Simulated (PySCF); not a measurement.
CH4F2OSn, SMILES C[O][SnH]([F])[F].

Geometry: B3LYP-D3(BJ)/def2-SVP. The def2 effective core potentials stand for the cores of Sn; spin–orbit coupling is left out. One conformer was computed; it need not be the lowest.

Method: TDDFT-B3LYP/def2-SVPD (PySCF).

Vertical excitations.  State labels are in the subgroup Cs.

Computed lowest excited states:
```tsv
state	symmetry	energy (eV)	λ (nm)	f	main pairs
S1	A"	4.82	257	0.005	HOMO→LUMO 99 %
S2	A'	5.72	217	0.067	HOMO−1→LUMO 92 %
S3	A"	6.80	182	0.003	HOMO→LUMO+2 98 %
S4	A'	6.84	181	0.061	HOMO→LUMO+1 90 %
S5	A"	7.11	174	0.001	HOMO−1→LUMO+1 90 %
S6	A"	7.23	171	0.016	HOMO−3→LUMO 89 %
S7	A'	7.28	170	0.054	HOMO−1→LUMO+2 45 %, HOMO−2→LUMO 43 %
S8	A"	7.29	170	0.001	HOMO−4→LUMO 93 %
S9	A'	7.37	168	0.058	HOMO−1→LUMO+2 42 %, HOMO−2→LUMO 37 %, HOMO−5→LUMO 10 %, HOMO−6→LUMO 8 %
S10	A'	7.55	164	0.044	HOMO−5→LUMO 84 %
T1	A"	4.46	278	0	HOMO→LUMO 96 %
T2	A'	4.93	252	0	HOMO−1→LUMO 95 %
T3	A'	6.24	199	0	HOMO−2→LUMO 83 %
T4	A'	6.37	195	0	HOMO→LUMO+1 88 %
```
Triplets are in the Tamm–Dancoff approximation, which puts them higher than full response would, so one can lie above its singlet here.
